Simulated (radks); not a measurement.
Pd, configuration [Kr] 4d10. All-electron calculation, non-relativistic Kohn-Sham, exchange-only LDA, spin-polarised, spherical densities, point nucleus; relativity is left out, which matters for an element this heavy. Program: a radial shooting solver on a logarithmic mesh with Libxc functionals.

Unscreened Slater integrals over Kohn-Sham orbitals (eV). They are taken over the spin-up orbitals.

integral    value
F0(4d,4d)  15.869
F2(4d,4d)  7.5184
F4(4d,4d)  4.8072
F0(4d,4p)  18.703
F2(4d,4p)  8.8065
G1(4d,4p)  10.966
G3(4d,4p)  6.6272
F0(4d,4s)  19.194
G2(4d,4s)  8.0160
F0(4d,3d)  22.395
F2(4d,3d)  3.9367
F4(4d,3d)  1.6909
G0(4d,3d)  1.2078
G2(4d,3d)  1.3902
G4(4d,3d)  1.0555
F0(4p,4p)  23.181
F2(4p,4p)  12.093
F0(4p,4s)  24.057
G1(4p,4s)  16.351
F0(4p,3d)  30.211
F2(4p,3d)  6.9890
G1(4p,3d)  2.2082
G3(4p,3d)  2.1491
F0(4s,4s)  25.044
F0(4s,3d)  32.133
G2(4s,3d)  2.4879
F0(3d,3d)  69.179
F2(3d,3d)  34.417
F4(3d,3d)  21.944
